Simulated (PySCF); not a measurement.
vinylidene fluoride (C2H2F2), SMILES C=C(F)F. The structure is a stationary point at PBE0-D3(BJ)/def2-SVP.

TDA-PBE/def2-SVPD in PySCF 2.14.0 puts the lowest singlet excitations at 6.66, 7.69, 8.12, 8.22, 8.79, 9.28 eV.

### Question
What are the lowest excitation roots from ADC(2)/aug-cc-pVDZ in PySCF? (Estimate from the structure and the level; the computed values follow.)

### Answer
6.86, 7.68, 7.87, 7.98, 8.70, 8.88 eV. S1 differs by 0.20 eV (second minus first; roots are paired by order, and the bases may differ).
